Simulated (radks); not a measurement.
The numbers below are computed, except where a source is named.
How relativity changes the ionisation of neutral chlorine ([Ne] 3s2 3p5) to Cl+ ([Ne] 3s2 3p4). Spin-unpolarised spherical Kohn-Sham, PBEsol, point nucleus unless stated (finite: rms radius 3.3654 fm), a radial shooting solver on a logarithmic mesh with Libxc functionals. A level marked "c x" has the speed of light scaled by that factor and shares open shells by 2j + 1; other Dirac levels either fill j = l - 1/2 first or share by 2j + 1.

level                               E(Cl) (hartree)  E(Cl+) (hartree)  IE (eV)   HOMO  <r> HOMO (bohr)
non-rel.                                 -459.27538        -458.76638   13.851     3p            1.843
scalar-rel.                              -460.74083        -460.23239   13.836     3p            1.843
scalar-rel., finite nucleus              -460.74032        -460.23187   13.836     3p            1.843
Dirac, 2j+1 shares                       -460.74230        -460.23385   13.836  3p3/2            1.847
Dirac, low j first                       -460.74383        -460.23735   13.782  3p3/2            1.847
Dirac, 2j+1 shares, finite nucleus       -460.74179        -460.23333   13.836  3p3/2            1.847
Dirac, c x 1.25                          -460.21165        -459.70300   13.841  3p3/2            1.845
Dirac, c x 10                            -459.28994        -458.78094   13.850  3p3/2            1.843
Dirac, c x 100                           -459.27552        -458.76652   13.851  3p3/2            1.843

NIST Atomic Spectra Database: 12.968 eV (measured). The relativistic part of the total energy of Cl is -1.466 hartree (Dirac, 2j+1 shares, finite nucleus), 0.32 % of the non-relativistic value. Spin polarisation and multiplet splitting of open shells are left out at every level.

Beside tabulated values, note that spin-unpolarised runs miss the spin-polarisation part of the exchange energy of open shells.
